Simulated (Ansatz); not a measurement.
H5N2NbOS (`[NH2][Nb]([NH2])([OH])=[S]`). Total charge 0; spin multiplicity 1. Correlated methods include outer-core shells of Nb, which these sets cover unevenly. Nb takes the def2 core potential.

```xyz
10

N    -0.4381    0.9520   -1.4409
Nb    0.4069   -0.0900   -0.0047
N    -0.5940    0.0829    1.6778
O     0.3614   -1.9158   -0.5158
S     2.3833    0.6896    0.3115
H    -0.0279    1.7533   -1.8961
H    -1.3662    0.7775   -1.8007
H    -0.2479    0.5227    2.5172
H    -1.5471   -0.2267    1.8080
H     1.0697   -2.5455   -0.6562
```

Give the diagnostics of a CCSD(T)/def2-TZVPP run (frozen core, the Gaussian-basis code of Ansatz). (An estimate is asked.)

The calculation gave: T1 = 0.0228, largest single amplitude 0.059, largest double 0.045, (T) share of the correlation energy 5.2 %, 14 CCSD cycles. The RHF solution is stable towards an unrestricted one. T1 lies over the customary mark of 0.02 for closed shells; compounds of d metals often pass it without a breakdown.
